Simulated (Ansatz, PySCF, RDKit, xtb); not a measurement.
Pair of molecules: C2H6O (SMILES COC) (first 9 atoms) with HI (SMILES I); geometry from B3LYP-D3(BJ)/def2-TZVP.
(charge 0, multiplicity 1):
```xyz
11

C      0.7689    -0.8201     0.0676
O      0.3269     0.2636     0.8706
C     -0.9897     0.6864     0.5506
H      0.7936    -0.5313    -0.9880
H      0.1151    -1.6911     0.1869
H      1.7735    -1.0760     0.3974
H     -1.0393     1.0391    -0.4846
H     -1.2377     1.5036     1.2246
H     -1.7094    -0.1282     0.6878
I     -0.0063    -1.1322     3.9997
H      0.2498    -0.3685     2.5600
```

Monomers are frozen at their geometry in the pair; levels with a basis set take the counterpoise correction. RDKit's UFF carries no charges.

Run with Ansatz (Gaussian orbitals); PySCF for the dispersion terms; RDKit for the force fields; xtb for the GFN methods. Values without a source in brackets are computed. In def2 rows elements past Kr take small-core potentials, without spin–orbit coupling.

Q: One of these levels gives 67.5 meV for the interaction energy. Which?
A) PBE-D4/def2-TZVPPD
B) UFF
C) GFN1-xTB
D) revPBE/def2-TZVPPD

A: C, GFN1-xTB. The others give 1872.3 (UFF), -285.2 (PBE-D4/def2-TZVPPD), -98.8 (revPBE/def2-TZVPPD)

Ansatz is a quantum-chemistry and plane-wave program.
